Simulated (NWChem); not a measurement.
SiH₂O₂F₂; SMILES O[Si](O)(F)F

```xyz
7

O      1.0807     0.7529     0.9768
Si     0.0000     0.0000     0.0254
O     -1.0807    -0.7529     0.9768
F      0.7636    -1.0183    -0.9577
F     -0.7636     1.0183    -0.9577
H      1.9660     0.8873     0.6276
H     -1.9660    -0.8873     0.6276
```
Atoms are numbered in this order, from 1.

Computed with NWChem. Structure relaxed at the PBE0/def2-SVP level. Ions are spin-unrestricted doublets at the neutral geometry; other ion states weren't tried.

Problem. Order these by “−ε(HOMO) (eV)”, lowest first: B3LYP/def2-SVPD; LDA (Slater exchange, VWN5)/def2-SVPD; M06-2X/def2-SVPD.

Solution. LDA (Slater exchange, VWN5)/def2-SVPD (8.77), B3LYP/def2-SVPD (10.11), M06-2X/def2-SVPD (12.16)
